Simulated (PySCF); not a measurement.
PySCF input file for CH₄ClFOSi, SMILES OC[Si@H](Cl)F, TDDFT-CAM-B3LYP/def2-SVPD. Geometry: PBE-D3(BJ)/def2-SVP. The structure was generated by enumeration; whether it is a known compound was not checked. One conformer was computed; it need not be the lowest.

```python
import numpy as np
from pyscf import gto, scf, dft, tdscf

mol = gto.M(
    atom='''
    O    -2.16772899    0.99757180    0.28025845
    C    -1.60617285   -0.20407580   -0.24328998
    Si    0.16535719   -0.42249713    0.38494586
    F     0.73034638   -1.90688484   -0.01504690
    Cl    1.40947613    0.99711499   -0.45763626
    H    -2.29075695    0.87269991    1.23950928
    H    -1.59079975   -0.10643078   -1.34948079
    H    -2.21759017   -1.11432386   -0.02194514
    H     0.22880384   -0.28209640    1.87558549
    ''',
    basis='def2-SVPD',
    charge=0,
    spin=0,
    max_memory=1600,
    verbose=4,
)
mf = dft.RKS(mol, xc='cam-b3lyp').density_fit(auxbasis='def2-universal-jkfit')
mf.grids.level = 3
mf.conv_tol = 1e-9
mf.max_cycle = 100
mf.kernel()
mf.grids = dft.Grids(mol).set(level=1).build(with_non0tab=True)  # coarser grid for the response kernel
td = tdscf.TDDFT(mf)
td.singlet = True
td.nstates = 10
td.conv_tol = 1e-4
td.positive_eig_threshold = 1e-6
td.kernel(x0=td.get_init_guess(mf, 15))
td.analyze()
tt = tdscf.TDA(mf)
tt.singlet = False
tt.nstates = 4
tt.conv_tol = 1e-4
tt.positive_eig_threshold = 1e-6
tt.kernel(x0=tt.get_init_guess(mf, 9))
tt.analyze(verbose=3)
```

Program output:

```
PySCF version 2.14.0

[INPUT] verbose = 4
[INPUT] num. atoms = 9
[INPUT] num. electrons = 58
[INPUT] charge = 0
[INPUT] spin (= nelec alpha-beta = 2S) = 0
[INPUT] symmetry False subgroup None
[INPUT] Mole.unit = angstrom
[INPUT] Symbol           X                Y                Z      unit          X                Y                Z       unit  Magmom
[INPUT]  1 O     -2.167728990000   0.997571800000   0.280258450000 AA   -4.096414103380   1.885137491589   0.529611714595 Bohr   0.0
[INPUT]  2 C     -1.606172850000  -0.204075800000  -0.243289980000 AA   -3.035226795212  -0.385647370652  -0.459751431051 Bohr   0.0
[INPUT]  3 Si     0.165357190000  -0.422497130000   0.384945860000 AA    0.312479801828  -0.798403864115   0.727442248185 Bohr   0.0
[INPUT]  4 F      0.730346380000  -1.906884840000  -0.015046900000 AA    1.380154634268  -3.603490098685  -0.028434520024 Bohr   0.0
[INPUT]  5 Cl     1.409476130000   0.997114990000  -0.457636260000 AA    2.663523864812   1.884274245798  -0.864807196070 Bohr   0.0
[INPUT]  6 H     -2.290756950000   0.872699910000   1.239509280000 AA   -4.328903253444   1.649163818833   2.342333068057 Bohr   0.0
[INPUT]  7 H     -1.590799750000  -0.106430780000  -1.349480790000 AA   -3.006175846527  -0.201125025424  -2.550149103462 Bohr   0.0
[INPUT]  8 H     -2.217590170000  -1.114323860000  -0.021945140000 AA   -4.190638077828  -2.105766909468  -0.041470304365 Bohr   0.0
[INPUT]  9 H      0.228803840000  -0.282096400000   1.875585490000 AA    0.432376593849  -0.533084936726   3.544342899308 Bohr   0.0

nuclear repulsion = 295.851543004536
number of shells = 63
number of NR pGTOs = 223
number of NR cGTOs = 149
basis = def2-SVPD
ecp = {}


[settings echo left out]
init E= -965.16969335998
  HOMO = -0.315877454160699  LUMO = -0.0248238892280921  gap/eV = 7.91997
cycle= 1 E= -964.830411079372  delta_E= 0.339  |g|= 0.764  |ddm|=  3.4
  HOMO = -0.275415212021429  LUMO = 0.00970921348177001  gap/eV = 7.75863
cycle= 2 E= -964.764681734313  delta_E= 0.0657  |g|= 1.02  |ddm|= 1.55
  HOMO = -0.356738827188663  LUMO = 0.0137504769423038  gap/eV = 10.08153
cycle= 3 E= -964.947486048287  delta_E= -0.183  |g|= 0.0596  |ddm|= 0.755
  HOMO = -0.351603166126374  LUMO = 0.0204451695679801  gap/eV = 10.12395
cycle= 4 E= -964.948177231902  delta_E= -0.000691  |g|= 0.0229  |ddm|= 0.106
  HOMO = -0.352235909490521  LUMO = 0.0199008610927813  gap/eV = 10.12636
cycle= 5 E= -964.948311039427  delta_E= -0.000134  |g|= 0.00458  |ddm|= 0.0386
  HOMO = -0.352639995558537  LUMO = 0.0198232914375462  gap/eV = 10.13524
cycle= 6 E= -964.948316004245  delta_E= -4.96e-06  |g|= 0.00203  |ddm|= 0.00837
  HOMO = -0.352487823784275  LUMO = 0.0198645418546644  gap/eV = 10.13222
cycle= 7 E= -964.948316726177  delta_E= -7.22e-07  |g|= 0.000566  |ddm|= 0.00197
  HOMO = -0.352530162959932  LUMO = 0.0198552608716063  gap/eV = 10.13312
cycle= 8 E= -964.948316800943  delta_E= -7.48e-08  |g|= 7.17e-05  |ddm|= 0.000816
  HOMO = -0.352528159122556  LUMO = 0.0198516522456815  gap/eV = 10.13297
cycle= 9 E= -964.9483168034  delta_E= -2.46e-09  |g|= 2.39e-05  |ddm|= 0.00018
  HOMO = -0.352530686788511  LUMO = 0.0198519282528768  gap/eV = 10.13305
cycle= 10 E= -964.948316803612  delta_E= -2.12e-10  |g|= 1.03e-05  |ddm|= 4.78e-05
  HOMO = -0.352527965621703  LUMO = 0.0198528421054518  gap/eV = 10.13300
Extra cycle  E= -964.948316803623  delta_E= -1.16e-11  |g|= 9.3e-06  |ddm|= 2.24e-05
converged SCF energy = -964.948316803623
tot grids = 38280
Overwritten attributes  positive_eig_threshold  of <class 'pyscf.tdscf.rks.TDDFT'>


******** <class 'pyscf.tdscf.rks.TDDFT'> for <class 'pyscf.df.df_jk.DFRKS'> ********
nstates = 10 singlet
deg_eia_thresh = 1.000e-03
wfnsym = None
conv_tol = 0.0001
eigh lindep = 1e-12
eigh level_shift = 0
eigh max_cycle = 100


Excitation energies (eV)
[6.45223491 7.25092634 7.6688894  8.21268822 8.35258025 8.5172978
 8.53693564 8.63365482 8.77519619 8.84610217]

** Singlet excitation energies and oscillator strengths **
Excited State   1:      6.45223 eV    192.16 nm  f=0.0025
      29 -> 30       -0.68197
Excited State   2:      7.25093 eV    170.99 nm  f=0.0023
      29 -> 31       -0.60176
      29 -> 32        0.31876
Excited State   3:      7.66889 eV    161.67 nm  f=0.0286
      28 -> 30        0.18821
      28 -> 32       -0.12492
      29 -> 31        0.28822
      29 -> 32        0.54688
      29 -> 34        0.11274
Excited State   4:      8.21269 eV    150.97 nm  f=0.0588
      26 -> 30       -0.23626
      28 -> 30       -0.42761
      28 -> 31        0.13116
      29 -> 31        0.11032
      29 -> 32        0.14431
      29 -> 33        0.37321
      29 -> 35        0.14067
Excited State   5:      8.35258 eV    148.44 nm  f=0.0248
      26 -> 30        0.23359
      28 -> 30        0.26907
      28 -> 31       -0.10753
      28 -> 32        0.17342
      29 -> 33        0.51214
      29 -> 38       -0.13169
Excited State   6:      8.51730 eV    145.57 nm  f=0.0325
      27 -> 30       -0.33029
      27 -> 32        0.53023
      27 -> 34        0.11062
      28 -> 32        0.17810
Excited State   7:      8.53694 eV    145.23 nm  f=0.0096
      25 -> 30        0.10475
      26 -> 30        0.51378
      27 -> 30       -0.13625
      28 -> 30       -0.25405
      28 -> 31        0.10376
      28 -> 32        0.18769
      29 -> 33       -0.10785
      29 -> 35        0.13070
Excited State   8:      8.63365 eV    143.61 nm  f=0.0371
      26 -> 30       -0.20102
      27 -> 31        0.17022
      27 -> 32       -0.29711
      28 -> 31       -0.30126
      28 -> 32        0.41845
      29 -> 33       -0.10284
Excited State   9:      8.77520 eV    141.29 nm  f=0.0391
      27 -> 30        0.43976
      27 -> 31       -0.28282
      27 -> 32        0.18132
      28 -> 32        0.20962
      29 -> 33       -0.10286
      29 -> 34       -0.19810
Excited State  10:      8.84610 eV    140.16 nm  f=0.0263
      27 -> 30       -0.12163
      28 -> 31       -0.15176
      28 -> 32       -0.22051
      29 -> 34       -0.59236

** Transition electric dipole moments (AU) **
state          X           Y           Z        Dip. S.      Osc.
  1        -0.1167      0.0483     -0.0033      0.0160      0.0025
  2         0.0081      0.0075     -0.1138      0.0131      0.0023
  3        -0.3249     -0.1582     -0.1470      0.1522      0.0286
  4        -0.4900     -0.1618     -0.1607      0.2921      0.0588
  5        -0.1023     -0.0673     -0.3257      0.1211      0.0248
  6        -0.2167      0.1831      0.2748      0.1560      0.0325
  7        -0.0550      0.1073      0.1766      0.0457      0.0096
  8         0.1703     -0.2217      0.3121      0.1755      0.0371
  9        -0.1519     -0.2135      0.3364      0.1819      0.0391
 10         0.1555      0.2529     -0.1819      0.1213      0.0263

** Transition velocity dipole moments (imaginary part, AU) **
state          X           Y           Z        Dip. S.      Osc.
  1        -0.0294      0.0116      0.0017      0.0010      0.0028
  2         0.0022     -0.0013     -0.0314      0.0010      0.0025
  3        -0.0952     -0.0448     -0.0373      0.0125      0.0295
  4        -0.1560     -0.0500     -0.0505      0.0294      0.0649
  5        -0.0358     -0.0168     -0.1052      0.0126      0.0274
  6        -0.0667      0.0572      0.0879      0.0154      0.0329
  7        -0.0185      0.0383      0.0547      0.0048      0.0102
  8         0.0542     -0.0730      0.1025      0.0188      0.0395
  9        -0.0476     -0.0699      0.1108      0.0194      0.0402
 10         0.0539      0.0842     -0.0577      0.0133      0.0273

** Transition magnetic dipole moments (imaginary part, AU) **
state          X           Y           Z
  1        -0.0675      0.1304     -0.3265
  2         0.2533     -0.0896     -0.0927
  3         0.1994     -0.8279      0.2679
  4        -0.0614      0.5504     -0.1107
  5        -0.3722      0.2288      0.3508
  6        -0.2311      0.1318     -0.2736
  7         0.7595      0.4956      0.5350
  8        -0.5301     -0.0889      0.3040
  9        -0.2016     -0.0363     -0.0386
 10         0.3181     -0.3909     -0.0764
Overwritten attributes  positive_eig_threshold  of <class 'pyscf.tdscf.rks.TDA'>


******** <class 'pyscf.tdscf.rks.TDA'> for <class 'pyscf.df.df_jk.DFRKS'> ********
nstates = 4 triplet
deg_eia_thresh = 1.000e-03
wfnsym = None
conv_tol = 0.0001
eigh lindep = 1e-12
eigh level_shift = 0
eigh max_cycle = 100


Excitation energies (eV)
[6.03619478 6.96373661 7.32214071 7.80093161]

** Triplet excitation energies and oscillator strengths **
Excited State   1:      6.03619 eV    205.40 nm  f=0.0000
Excited State   2:      6.96374 eV    178.04 nm  f=0.0000
Excited State   3:      7.32214 eV    169.33 nm  f=0.0000
Excited State   4:      7.80093 eV    158.94 nm  f=0.0000
```

The run converged.

Cost: very roughly 5 core-minutes.
